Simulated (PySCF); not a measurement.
**Electron correlation in Se³⁺ (selenium, charge +3)**

[Ar] 3d10 4s2 4p1, 2P determinant. Calculation: PySCF 2.14, in jorge-DZP-DKH; scalar relativity by spin-free X2C-1e. Frozen: [Ar] 3d10; 3 electrons correlated.

MP2 pair energies summed by pair of shells (mhartree):

```json
{"pair": "4s-4s", "energy": "-19.78", "share (%)": "71.2"}
{"pair": "4s-4p", "energy": "-7.98", "share (%)": "28.8"}
```

Total MP2 correlation energy: -27.77 mhartree.

Same-spin part -1.17 and opposite-spin part -26.59 mhartree; SCS-MP2 scales them by 1/3 and 6/5 to -32.30 mhartree.

```
  level  correlation energy (mhartree)
   CCSD                         -39.18
    (T)                          -0.14
CCSD(T)                         -39.32
```

Diagnostics: T1 = 0.0034, D1 = 0.0063, largest double amplitude 0.097.

Cost of the coupled-cluster step: 0.42 s of wall time on 1 thread of Neoverse-N1 (shared host), for 3 correlated electrons.
